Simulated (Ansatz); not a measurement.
Isolated molecules relaxed with PBE0-D4/def2-TZVP in Ansatz; ΔE leaves out vibrations. CCSD(T)/CBS is the MP2 limit (def2-TZVPP, def2-QZVPP) plus CCSD(T) − MP2 in def2-TZVPP, frozen cores. Functionals use def2-TZVPP. For Ga outer-core shells are correlated without core-valence functions, which leaves a few kJ/mol of doubt a bond. Scalar relativity is left out up to krypton. One conformer a species, not always the lowest.

Consider the redistribution: `[NH2][Ga]([F])[Cl]` + `CBS` → `[NH2][Ga]([F])[SH]` + `CBCl`.

```csv
level,ΔE (kJ/mol)
PBE-D4,19.1
B2PLYP,20.7
HF/CBS(def2),25.0
CCSD/CBS(def2),19.2
```

(1) What does CCSD(T)/CBS give? (An estimate is asked.)

Largest T1 diagnostic among the species: 0.013.

Answers

(1) The calculation gave: +18.9 kJ/mol. The listed levels differ from it by 0.2, 1.8, 6.1, 0.3 kJ/mol.

In def2-TZVPP, CCSD(T) changes the Hartree–Fock value by −3.5 kJ/mol (the triples alone add −0.2 kJ/mol) and MP2 by −4.2 kJ/mol.
